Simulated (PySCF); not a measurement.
Ag₂, SMILES [Ag][Ag], multiplicity 1. The structure is a stationary point at PBE-D3(BJ)/def2-TZVPD. The multiplicity is an assumed one; other spin states were not compared. The def2 effective core potentials stand for the cores of Ag; spin–orbit coupling is left out.

Computed equilibrium geometry at PBE-D3(BJ)/def2-TZVPD (PySCF confirms it by a frequency run) as Cartesian coordinates in Å, and its point group:
point group D∞h.
```xyz
2

Ag     0.0000     0.0000    -1.2876
Ag     0.0000     0.0000     1.2876
```
Charge 0, spin multiplicity 1.
